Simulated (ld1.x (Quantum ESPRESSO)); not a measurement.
## Before and after: TM semilocal potential for neon (Ne)

```
Element                 : Ne
Generator               : ld1.x (Quantum ESPRESSO) 7.5
Type                    : norm-conserving Troullier–Martins (semilocal form)
Functional              : PBE
Relativity              : scalar-relativistic
Frozen core             : [He]
Valence charge          : 8
Reference configuration : 2s2 2p5 (charge +1)
Partial waves           : 2s (bound): rc 0.55 bohr; 2p (bound): rc 0.90 bohr
Local potential         : the p channel
Core correction         : none
```

Change: wave 2s (bound): rc 0.55 bohr becomes 2s (bound): rc 0.76 bohr.

Cutoffs: the cutoffs (Ry, on a coarse ladder) from which the occupation-weighted sum of valence levels, in a spherical-Bessel basis at the reference potential, stays within 10 and 1 mRy of its value at 400 Ry; they do not see the model core or the augmentation charge, which bear on the density cutoff. Errors are all-electron minus pseudo energies relative to the spin-unpolarised reference configuration.

**Question.** How do hardness, ghosts and transferability respond?

**Answer.** Of the 6 tests that both files solve, the error grows in 5 and shrinks in 1 by more than 15 % and 0.3 meV (median size 10.4 → 13.8 meV); neither file shows a bound ghost. A semilocal file is local in each channel, so a ghost entry of none says nothing of the separable form that plane-wave codes build from it.

```csv
quantity,base,changed
"cutoff, loose",260 Ry,200 Ry
"cutoff, tight",over 300 Ry,300 Ry
loose cutoff by channel (10 mRy a level),"s 120 Ry, p 140 Ry","s 100 Ry, p 140 Ry"
bound ghosts,none,none
"error for 2s2 2p6, meV [ΔE -22.48 eV]",-2.1,-1.1
"error for 2s2 2p4, meV [ΔE 43.27 eV]",+0.5,+3.3
"error for 2s2 2p3, meV [ΔE 110.70 eV]",+56,+72
"error for 2s1 2p6, meV [ΔE 23.41 eV]",+19,+24
"error for 2s2 2p5.5, meV [ΔE -13.61 eV]",+0.3,+0.7
"error for 2s2 2p2, meV [ΔE 205.33 eV]",+312,+362
s: phases at 1.00 bohr within 0.05 rad from the reference energy up to (Ry; the scan ends near 5),to the end of the scan,to the end of the scan
p: phases at 1.00 bohr within 0.05 rad from the reference energy up to (Ry; the scan ends near 5),to the end of the scan,to the end of the scan
```
